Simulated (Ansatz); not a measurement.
Basis sets compared for Sn₂₁H₃₂, a nanocrystal cut from cubic tin. Charge 0, multiplicity 1. Geometry PBE-D4/def2-SVP. Ansatz on 11 threads of AMD EPYC 7R13 on a shared host and a whole NVIDIA H100 80GB HBM3; times are rough, and most runs start from earlier orbitals.

Cartesian coordinates in Å:
```
Sn 1.226 5.629 0.333
Sn 0.379 0.397 -5.671
Sn 2.288 -2.937 -2.931
Sn 1.811 1.334 -1.251
Sn -2.373 2.830 -0.043
Sn -1.839 -1.440 -1.660
Sn -0.279 -0.361 2.534
Sn -0.873 3.925 4.136
Sn 0.177 -4.651 0.895
Sn -4.065 -3.207 2.379
Sn 1.274 2.335 -3.835
Sn 3.006 3.456 0.178
Sn -1.221 4.879 1.509
Sn 3.545 -0.879 -1.471
Sn 1.881 -1.982 -5.555
Sn -0.152 -3.692 -1.737
Sn 0.786 1.653 4.202
Sn 1.319 -2.686 2.562
Sn -0.656 0.591 -0.096
Sn -2.822 -0.988 3.587
Sn -2.305 -5.376 2.025
H 1.937 6.956 1.201
H 0.911 6.185 -1.282
H 0.475 1.039 -7.285
H -1.289 0.035 -5.361
H 3.338 -4.328 -2.998
H -2.651 3.378 -1.670
H -3.912 2.357 0.613
H -2.130 -0.840 -3.265
H -3.385 -1.861 -0.988
H -0.250 5.181 5.163
H -2.428 3.475 4.766
H 1.209 -6.057 0.859
H -4.712 -2.739 0.839
H -5.402 -3.728 3.364
H 2.727 3.053 -4.468
H 0.102 3.615 -3.715
H 4.448 3.943 -0.664
H 3.482 2.944 1.766
H -2.278 6.266 1.547
H 4.979 -0.376 -2.318
H 4.037 -1.419 0.104
H 3.437 -1.675 -6.268
H 1.117 -3.203 -6.528
H -0.883 -4.947 -2.703
H 2.402 2.066 3.723
H 0.868 1.038 5.826
H 2.945 -2.306 2.086
H 1.384 -3.293 4.191
H -3.851 0.408 3.448
H -2.656 -1.314 5.288
H -3.073 -6.598 1.057
H -2.003 -6.088 3.582
```

In the def2 sets Sn takes a core potential; there is no spin–orbit coupling. Single mean-field runs in def2-SVP, def2-TZVP are fitted with def2-universal-jkfit.

Binding counts from free atoms (Sn triplet, H doublet) in the same basis, without a counterpoise term.

```tsv
level	functions	energy (Eh)	HOMO (eV)	LUMO (eV)	binding per atom (eV)	wall time
PBE-D4/def2-SVP	706	-4519.8032	-5.78	-2.86	2.42	6 s
PBE0-D4/def2-SVP	706	-4520.0657	-6.60	-2.16	2.42	6.5 s
```

(1) Estimate the rows for PBE-D4/def2-TZVP (with forces), PBE0-D4/def2-TZVP.

Answers

(1) 
```tsv
level	functions	energy (Eh)	HOMO (eV)	LUMO (eV)	binding per atom (eV)	wall time
PBE-D4/def2-TZVP (with forces)	1242	-4519.9676	-5.84	-2.97	2.44	11 s
PBE0-D4/def2-TZVP	1242	-4520.2094	-6.62	-2.24	2.44	11 s
```
